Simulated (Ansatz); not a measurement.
System: sum formula BNHF2 (charge 0, doublet). It need not be the lowest isomer of its formula. 
Structure (B3LYP-D3(BJ)/def2-TZVP (Ansatz, a first-principles code) minimum search):
```
B
F 1 1.3263
F 1 1.3263 2 118.11
N 1 1.4284 2 120.82 3 -174.27
H 4 1.0165 1 121.13 2 -92.94
```
Charge 0, spin multiplicity 2.

Basis-set convergence of Hartree-Fock and MP2 correlation energies (hartree) with Ansatz. Correlated levels leave the core frozen unless marked. Open shells are spin-unrestricted. No spin-orbit coupling. Non-relativistic.

| basis | functions | E(HF) | E(corr, MP2) |
|---|---|---|---|
| aug-cc-pVDZ | 101 | -278.73617 | -0.61795 |
| aug-cc-pVTZ | 207 | ___ | ___ |

Task: Some entries are withheld; supply them.

Result: 
- aug-cc-pVTZ, E(HF): -278.82055
- aug-cc-pVTZ, E(corr, MP2): -0.77397
